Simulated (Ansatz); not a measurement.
`CC(=O)SCCCCn1c2ccccc2c2ccccc21`, relaxed as a singlet with RKS PBE-D4/def2-SVP in Ansatz, starting from the GFN2-xTB geometry. Force threshold 0.03 eV/Å.

Start:

| atom | x (Å) | y (Å) | z (Å) |
| --- | --- | --- | --- |
| C1 | -4.270 | 1.945 | 5.184 |
| C2 | -3.698 | 1.477 | 3.884 |
| O3 | -3.365 | 2.165 | 2.960 |
| S4 | -3.544 | -0.293 | 3.810 |
| C5 | -2.851 | -0.481 | 2.135 |
| C6 | -1.362 | -0.182 | 2.105 |
| C7 | -0.797 | -0.350 | 0.697 |
| C8 | 0.699 | -0.013 | 0.657 |
| N9 | 1.258 | -0.181 | -0.655 |
| C10 | 1.300 | 0.780 | -1.638 |
| C11 | 0.842 | 2.090 | -1.620 |
| C12 | 1.027 | 2.856 | -2.755 |
| C13 | 1.650 | 2.340 | -3.890 |
| C14 | 2.104 | 1.036 | -3.917 |
| C15 | 1.928 | 0.246 | -2.789 |
| C16 | 2.258 | -1.114 | -2.476 |
| C17 | 2.872 | -2.137 | -3.186 |
| C18 | 3.032 | -3.365 | -2.575 |
| C19 | 2.586 | -3.579 | -1.273 |
| C20 | 1.974 | -2.576 | -0.546 |
| C21 | 1.814 | -1.337 | -1.150 |
| H22 | -4.364 | 3.028 | 5.180 |
| H23 | -3.623 | 1.631 | 6.000 |
| H24 | -5.246 | 1.489 | 5.341 |
| H25 | -3.402 | 0.209 | 1.495 |
| H26 | -3.063 | -1.509 | 1.844 |
| H27 | -0.842 | -0.848 | 2.797 |
| H28 | -1.201 | 0.846 | 2.436 |
| H29 | -1.328 | 0.308 | 0.007 |
| H30 | -0.941 | -1.378 | 0.357 |
| H31 | 1.243 | -0.659 | 1.351 |
| H32 | 0.851 | 1.024 | 0.970 |
| H33 | 0.350 | 2.504 | -0.753 |
| H34 | 0.676 | 3.878 | -2.767 |
| H35 | 1.777 | 2.972 | -4.757 |
| H36 | 2.584 | 0.634 | -4.797 |
| H37 | 3.216 | -1.969 | -4.196 |
| H38 | 3.508 | -4.173 | -3.110 |
| H39 | 2.719 | -4.552 | -0.824 |
| H40 | 1.630 | -2.761 | 0.461 |

```tsv
step	energy (eV)	largest force component (eV/Å)	SCF passes
1	-33298.0950	1.467	25
2	-33298.3781	0.249	23
3	-33298.4038	0.207	22
4 (rejected)	-33298.4031	0.312	22
5	-33298.4069	0.025	23
```

Force components are those of the run's own axes.

End:

```csv
atom,x (Å),y (Å),z (Å)
C1,-4.314,1.967,5.221
C2,-3.754,1.480,3.901
O3,-3.446,2.203,2.973
S4,-3.589,-0.319,3.835
C5,-2.870,-0.476,2.163
C6,-1.369,-0.196,2.116
C7,-0.791,-0.359,0.707
C8,0.705,-0.024,0.656
N9,1.293,-0.181,-0.657
C10,1.326,0.793,-1.650
C11,0.860,2.119,-1.613
C12,1.033,2.901,-2.764
C13,1.648,2.380,-3.925
C14,2.104,1.057,-3.959
C15,1.944,0.248,-2.820
C16,2.278,-1.127,-2.506
C17,2.888,-2.172,-3.223
C18,3.058,-3.416,-2.602
C19,2.620,-3.625,-1.275
C20,2.009,-2.603,-0.537
C21,1.847,-1.353,-1.160
H22,-4.425,3.067,5.182
H23,-3.637,1.688,6.053
H24,-5.296,1.494,5.423
H25,-3.423,0.233,1.512
H26,-3.108,-1.509,1.835
H27,-0.843,-0.871,2.826
H28,-1.194,0.841,2.473
H29,-1.332,0.301,-0.005
H30,-0.942,-1.399,0.345
H31,1.267,-0.668,1.366
H32,0.873,1.021,0.991
H33,0.372,2.535,-0.720
H34,0.677,3.943,-2.761
H35,1.766,3.023,-4.810
H36,2.580,0.651,-4.865
H37,3.227,-2.011,-4.258
H38,3.533,-4.242,-3.152
H39,2.759,-4.613,-0.809
H40,1.667,-2.782,0.493
```

By distances, no bond broke or formed. The bond that changes most is C2–S4, from 1.78 to 1.81 Å (atoms count from 1).

No frequencies were taken in this run, so the end may be a saddle point.

Run time 15 s (2 threads of AMD EPYC 7R13 on a shared host and a share (18 GiB) of an NVIDIA H100 80GB HBM3).
